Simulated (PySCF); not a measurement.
# N³⁺ (nitrogen, charge +3): UHF calculation

Configuration: [He] 2s2, closed-shell 1S. Calculation: PySCF 2.14, in aug-cc-pVQZ; no relativity, point nucleus.

- Total energy: -51.081872 hartree
- One-electron energy: -60.3892 hartree
- Hartree (Coulomb) energy: 14.4414 hartree
- Exchange energy: -5.1341 hartree
- Kinetic energy: 51.08457 hartree
- ⟨S²⟩: 0.0000
- ⟨L²⟩: 0.000
- Sum of ⟨r⟩: 2.679 bohr
- Sum of ⟨r²⟩: 3.043 bohr²
- Density at the nucleus (Gaussians lack the cusp): 208 bohr⁻³
- Langevin diamagnetic susceptibility: -2.41 ×10⁻⁶ cm³/mol

| shell | electrons | mean orbital energy (eV) | rms radius, mean of both spins (bohr) |
| --- | --- | --- | --- |
| 1s | 2 | -493.09 | 0.263 |
| 2s | 2 | -75.287 | 1.21 |
